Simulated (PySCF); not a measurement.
## Finite-field polarisability of Mg (magnesium, neutral)

[Ne] 3s2, closed-shell 1S. Calculation: PySCF 2.14, in aug-cc-pVQZ with one added diffuse shell each of s, p, d, f, g type (8s7p5d4f3g, 109 functions); the non-relativistic Hamiltonian (point nucleus). Frozen: [Ne]. Energy changes in a uniform field (μhartree):

| axis | F (au) | HF | MP2 | CCSD | CCSD(T) |
| --- | --- | --- | --- | --- | --- |
| x | 0.0016 | -104.205 | -98.790 | -95.861 | -95.861 |
| x | 0.0032 | -417.315 | -395.588 | -383.826 | -383.826 |

Question: Derive α along x at CCSD(T) from the two fields.

Answer: With ΔE = −αF²/2 − γF⁴/24, α = −(16 ΔE(F) − ΔE(2F))/(6F²) = 74.87 bohr³.

Question: And the mean polarisability at each level?

Answer: HF 81.38, MP2 77.15, CCSD 74.87, CCSD(T) 74.87 bohr³. Reference: 71.2 ± 0.4 bohr³ (recommended; Schwerdtfeger and Nagle, table of static dipole polarizabilities (2023 update)).

The same two fields give the second hyperpolarisability, to two digits from the fit; its basis error is larger: HF 150000, MP2 130000, CCSD 120000, CCSD(T) 120000 au.

CCSD(T) lies more than 5 % above the reference; correlation of the frozen inner shells, absent here, would lower it.
